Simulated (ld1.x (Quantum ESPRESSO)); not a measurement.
**revPBE ultrasoft dataset for hafnium, scalar-relativistic all-electron reference.**

The input file (ld1.x (Quantum ESPRESSO) 7.5):

```
&input
   title='Hf', zed=72., rel=1, dft='REVPBE', iswitch=3,
   config='[Xe] 4f14 5d2 6s2 6p0',
   nld=3, rlderiv=3.50, eminld=-5.0, emaxld=5.0, deld=0.02
 /
 &inputp
   pseudotype=3, tm=.true., lloc=-2, rcloc=2.05,
   nlcc=.false.,
   file_pseudopw='Hf.UPF', file_wfcaegen='ae.wfc', file_wfcncgen='nc.wfc', file_beta='beta', file_chi='chi', file_wfcusgen='us.wfc'
 /
6
6S  1  0   2.00   0.00  2.20  2.85  0.0
6S  1  0   0.00   0.50  2.20  2.85  0.0
5P  2  1   6.00   0.00  1.80  2.10  0.0
6P  3  1   0.00   0.00  1.80  2.10  0.0
5D  3  2   2.00   0.00  3.05  3.20  0.0
5D  3  2   0.00   2.30  3.05  3.20  0.0
 &test
   configts(1)='5p6 5d2 6s2 6p0'
 /
```

Command:

```bash
ld1.x < Hf.in > Hf.out
```

The program printed (shortened: banner, matrices, multipoles, cross overlaps and the repeated all-electron block are left out):

```
Program LD1 v.7.5
     --------------------------- All-electron run ----------------------------

     Hf
     scalar relativistic calculation

     atomic number is 72.00
     dft =REVPBE   lsd =0 sic =0 latt =0  beta=0.20 tr2=1.0E-14
     Exchange-correlation= REVPBE
                           (   1   4   4   4   0   0   0)
     mesh =1271 r(mesh) =  99.31870 a.u. xmin = -7.00 dx = 0.01250
     1 Ry =  13.60569312 eV, c = 137.03599908

     n l     nl                  e(Ry)          e(Ha)          e(eV)
     1 0     1S 1( 2.00)     -4798.7342     -2399.3671    -65290.1047
     2 0     2S 1( 2.00)      -820.6722      -410.3361    -11165.8141
     2 1     2P 1( 6.00)      -720.4982      -360.2491     -9802.8778
     3 0     3S 1( 2.00)      -186.9961       -93.4981     -2544.2117
     3 1     3P 1( 6.00)      -157.0757       -78.5379     -2137.1244
     4 0     4S 1( 2.00)       -37.6767       -18.8384      -512.6179
     4 1     4P 1( 6.00)       -27.8637       -13.9319      -379.1056
     3 2     3D 1(10.00)      -121.7010       -60.8505     -1655.8262
     5 0     5S 1( 2.00)        -4.9246        -2.4623       -67.0027
     5 1     5P 1( 6.00)        -2.6135        -1.3068       -35.5586
     4 2     4D 1(10.00)       -15.1904        -7.5952      -206.6761
     4 3     4F 1(14.00)        -1.2358        -0.6179       -16.8134
     5 2     5D 1( 2.00)        -0.1941        -0.0971        -2.6411
     6 0     6S 1( 2.00)        -0.3720        -0.1860        -5.0611
     6 1     6P 1( 0.00)        -0.1013        -0.0506        -1.3780

     final scf error:  3.3E-15 reached in  29 iterations

     Etot =  -30157.120309 Ry,  -15078.560155 Ha, -410308.524399 eV

     Ekin =   33047.829905 Ry,   16523.914953 Ha,  449638.632073 eV
     Encl =  -74401.546028 Ry,  -37200.773014 Ha,-1012284.603137 eV
     Eh   =   11812.434561 Ry,    5906.217281 Ha,  160716.359675 eV
     Exc  =    -615.838747 Ry,    -307.919374 Ha,   -8378.913010 eV

     normalization and overlap integrals

     s(1S/1S) =  1.000000  <r> =   0.0190  <r2> =    0.0005  r(max) =   0.0120
     s(2S/2S) =  1.000000  <r> =   0.0804  <r2> =    0.0076  r(max) =   0.0679
     s(2P/2P) =  1.000000  <r> =   0.0717  <r2> =    0.0063  r(max) =   0.0556
     s(3S/3S) =  1.000000  <r> =   0.2086  <r2> =    0.0498  r(max) =   0.1917
     s(3P/3P) =  1.000000  <r> =   0.2085  <r2> =    0.0504  r(max) =   0.1893
     s(4S/4S) =  1.000000  <r> =   0.4682  <r2> =    0.2475  r(max) =   0.4375
     s(4P/4P) =  1.000000  <r> =   0.4976  <r2> =    0.2818  r(max) =   0.4599
     s(3D/3D) =  1.000000  <r> =   0.1890  <r2> =    0.0419  r(max) =   0.1550
     s(5S/5S) =  1.000000  <r> =   1.1349  <r2> =    1.4494  r(max) =   1.0109
     s(5P/5P) =  1.000000  <r> =   1.3417  <r2> =    2.0486  r(max) =   1.1599
     s(4D/4D) =  1.000000  <r> =   0.5351  <r2> =    0.3323  r(max) =   0.4716
     s(4F/4F) =  1.000000  <r> =   0.6772  <r2> =    0.5952  r(max) =   0.4542
     s(5D/5D) =  1.000000  <r> =   2.5181  <r2> =    7.9955  r(max) =   1.6876
     s(6S/6S) =  1.000000  <r> =   3.4558  <r2> =   13.6378  r(max) =   2.9251
     s(6P/6P) =  1.000000  <r> =   5.2101  <r2> =   31.8700  r(max) =   4.0484

     ------------------------ End of All-electron run ------------------------

     --------------------- Generating US pseudopotential ---------------------

      Generating local potential from pseudized AE potential:
      Matching radius rcloc =   2.0500
      Enforcing V''(0)=0 (lloc=-2)

      Local pseudo, rcloc= 2.061 Estimated cut-off energy=     7.66 Ry

      Wfc   6S  rcut= 2.222  Using Troullier-Martins method
      Wfc-us  6S rcutus= 2.853  Estimated cut-off energy=     5.41 Ry

      Wfc   6S  rcut= 2.222  Using Troullier-Martins method
      Wfc-us  6S rcutus= 2.853  Estimated cut-off energy=     6.85 Ry

      Wfc   5P  rcut= 1.819  Using Troullier-Martins method
      Wfc-us  5P rcutus= 2.113  Estimated cut-off energy=    19.10 Ry

      Wfc   6P  rcut= 1.819  Using Troullier-Martins method
      Wfc-us  6P rcutus= 2.113  Estimated cut-off energy=    35.20 Ry

      Wfc   5D  rcut= 3.075  Using Troullier-Martins method
      Wfc-us  5D rcutus= 3.233  Estimated cut-off energy=    11.10 Ry

      Wfc   5D  rcut= 3.075  Using Troullier-Martins method
      Wfc-us  5D rcutus= 3.233  Estimated cut-off energy=    11.45 Ry

     ------------------- End of pseudopotential generation -------------------

     Computing logarithmic derivative in   3.50645
     Computing logarithmic derivative in   3.50645
     Computing the partial wave expansion
     R is outside the sphere for l=    0 j= 0.00
     R is outside the sphere for l=    0 j= 0.00
     R is outside the sphere for l=    1 j= 0.00
     R is outside the sphere for l=    1 j= 0.00
     R is outside the sphere for l=    2 j= 0.00
     R is outside the sphere for l=    2 j= 0.00

     ---------------------- Testing the pseudopotential ----------------------

     Hf
     scalar relativistic calculation

     atomic number is 72.00   valence charge is 10.00
     dft =REVPBE   lsd =0 sic =0 latt =0  beta=0.20 tr2=1.0E-14
     mesh =1271 r(mesh) =  99.31870 xmin = -7.00 dx = 0.01250

     n l     nl             e AE (Ry)        e PS (Ry)    De AE-PS (Ry)
     2 1     5P   1( 6.00)       -2.61351       -2.61351        0.00000
     3 2     5D   1( 2.00)       -0.19412       -0.19412        0.00000
     1 0     6S   1( 2.00)       -0.37198       -0.37198        0.00000
     3 1     6P   1( 0.00)       -0.10128       -0.06876       -0.03252  !

     eps = 9.6E-16  iter =  7

     Etot =  -30157.120309 Ry,  -15078.560155 Ha, -410308.524399 eV
     Etotps =   -62.173770 Ry,     -31.086885 Ha,    -845.917231 eV

     Ekin =      18.845163 Ry,       9.422581 Ha,     256.401503 eV
     Encl =    -114.141788 Ry,     -57.070894 Ha,   -1552.978140 eV
     Ehrt =      47.802256 Ry,      23.901128 Ha,     650.382825 eV
     Ecxc =      -8.361612 Ry,      -4.180806 Ha,    -113.765524 eV
     Epseu=      -6.317789 Ry,      -3.158894 Ha,     -85.957896 eV

     ---------------------- End of pseudopotential test ----------------------
```

A Bessel basis up to 400 Ry misses an occupied level by 0.51 Ry, so cutoffs and ghosts were not judged. Its overlap operator is not positive definite in a basis up to 400 Ry (lowest eigenvalue d -0.04), so the file is unfit for use: the generalised eigenproblem breaks down once the basis is large enough, and its test numbers describe a broken file.

Generation and configuration tests took about 4.2 s on one core of a shared server CPU.
